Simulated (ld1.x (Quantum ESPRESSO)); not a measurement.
## molybdenum (Mo): one change to a PAW potential, before and after

```json
{
  "Element": "Mo",
  "Generator": "ld1.x (Quantum ESPRESSO) 7.5",
  "Type": "PAW",
  "Functional": "Wu–Cohen",
  "Relativity": "scalar-relativistic",
  "Frozen core": "[Ar] 3d10",
  "Valence charge": "14",
  "Reference configuration": "4s2 4p6 4d6 5s0 5p0",
  "Partial waves": "4s (bound): rcut 1.55, rcutus 1.65 bohr; 5s (bound, empty): rcut 1.55, rcutus 1.65 bohr; 4p (bound): rcut 1.80, rcutus 2.40 bohr; 5p (bound, empty): rcut 1.80, rcutus 2.40 bohr; 4d (bound): rcut 1.40, rcutus 1.95 bohr; 4d channel at 0.25 Ry: rcut 1.40, rcutus 1.95 bohr",
  "Local potential": "all-electron potential smoothed inside 1.65 bohr (lloc = -2)",
  "Core correction": "Bessel-smoothed model core inside 1.30 bohr",
  "Augmentation charge": "BESSEL, radius 1.35 bohr"
}
```

All-electron outer shells of the reference configuration (Wu–Cohen, scalar-relativistic, ld1.x):

```csv
shell,level (eV),outermost node (bohr),outermost maximum (bohr)
3p,-376.88,0.17,0.38
3d,-218.74,–,0.32
4s,-62.16,0.51,0.99
4p,-36.40,0.52,1.08
5s,-3.43,1.35,3.00
4d,-2.29,0.53,1.42
5p,-0.66,1.56,4.37
```

Change: all radii but the core radius scaled by about 1.23 (s 2.02, p 2.94, d 2.40 bohr, rcut 1.90/2.20/1.72); local potential all-electron potential smoothed inside 2.02 bohr (lloc = -2); augmentation BESSEL, radius 1.66 bohr.

Cutoffs: the cutoffs (Ry, on a coarse ladder) from which the occupation-weighted sum of valence levels, in a spherical-Bessel basis at the reference potential, stays within 10 and 1 mRy of its value at 400 Ry; they do not see the model core or the augmentation charge, which bear on the density cutoff. Errors are all-electron minus pseudo energies relative to the spin-unpolarised reference configuration.

Problem. How do hardness, ghosts and transferability respond?

Solution. The potential gets softer (30 Ry and 45 Ry → 18 Ry and 30 Ry); the number of tests that count goes from 6 to 4 (the test run of the changed file stopped, so its transferability is not established); of the 4 tests that both files solve, the error grows in 1 and shrinks in 1 by more than 15 % and 0.3 meV (median size 1.3 → 2.0 meV); neither file shows a bound ghost at the reference potential, the only one tested. A larger radius leaves more room for a smooth pseudo-wave, so fewer plane waves are needed.

| quantity | base | changed |
| --- | --- | --- |
| cutoff, loose | 30 Ry | 18 Ry |
| cutoff, tight | 45 Ry | 30 Ry |
| loose cutoff by channel (10 mRy a level) | s 18 Ry, p 10 Ry, d 21 Ry | s 12 Ry, p 8 Ry, d 15 Ry |
| bound ghosts | none | none |
| tests counted (converged, no solver errors) | 6 of 7 | 4 of 7 (the test run stopped) |
| error for 4s2 4p6 4d5 5s1 5p0, meV [ΔE -0.77 eV] | +1.7 | +3.3 |
| error for 4s2 4p6 4d5 5s0 5p0, meV [ΔE 6.12 eV] | +0.7 | +0.8 |
| error for 4s2 4p6 4d4 5s0 5p0, meV [ΔE 21.57 eV] | +3.3 | -2.8 |
| error for 4s2 4p6 4d5.5 5s0.5 5p0, meV [ΔE -0.49 eV] | +0.9 | +1.2 |
| lowest overlap eigenvalue by channel | s 0.24, p 0.00, d 0.97 | s 0.08, p 0.70, d 0.98 |

Base: Tests not counted: 4s2 4p6 4d2 5s0 5p0 (solver errors, printed error -703 eV). Changed file: Tests not counted: 4s2 4p6 4d4 5s1 5p1 (solver errors, printed error -2.2 eV).
